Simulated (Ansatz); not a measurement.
Geometry optimisation, Ansatz, RKS B3LYP/def2-SVP.

Input file:

```yaml
crystal:
  periodic: [false, false, false]
  atoms:
    - { symbol: Ge, position_ang: [-0.487186, -0.170891, -0.364771] }
    - { symbol: F, position_ang: [-0.041311, 1.003165, 2.226029] }
    - { symbol: F, position_ang: [0.883149, -1.040256, 0.215456] }
    - { symbol: H, position_ang: [-0.270832, 1.324885, -0.470385] }
    - { symbol: F, position_ang: [-0.748358, -0.823854, -1.944118] }
    - { symbol: Br, position_ang: [-2.368199, -0.842458, 0.920473] }
    - { symbol: H, position_ang: [-0.652462, 0.443309, 2.640615] }
basis:
  gaussian: { orbitals: def2-SVP }
hamiltonian:
  xc: b3lyp
relax:
  f_tol: 0.03
  max_steps: 50
```

Run as:

```bash
$ ansatz run input.yaml --threads 4 --pin off --max-ram 5120MiB --backend cpu --events-out ev --progress --plain --runs-dir out
```

Problem. Where does it end, and by what steps?

Solution. The forces met the threshold. After 7 steps the energy has fallen by 0.028 eV; H7 moved furthest, 0.10 Å.

```tsv
step	energy less start (eV)	largest force component (eV/Å)	accepted
0	0.0000	0.612	yes
1	-0.0179	0.287	yes
2	-0.0199	0.593	yes
3	-0.0267	0.250	yes
4	-0.0279	0.060	yes
5	-0.0282	0.035	yes
6	-0.0277	0.126	no
7	-0.0284	0.003	yes
```

```xyz
7
Properties=species:S:1:pos:R:3
Ge -0.486 -0.175 -0.340
F -0.042 0.986 2.223
F 0.900 -1.051 0.198
H -0.252 1.323 -0.446
F -0.784 -0.812 -1.922
Br -2.299 -0.831 0.940
H -0.722 0.453 2.570
```

Whether the end is a true minimum wasn't checked by a vibrational analysis.

Run time: 20 s on 4 threads of Arm Neoverse V1, on a shared host, peak memory 0.32 GiB.
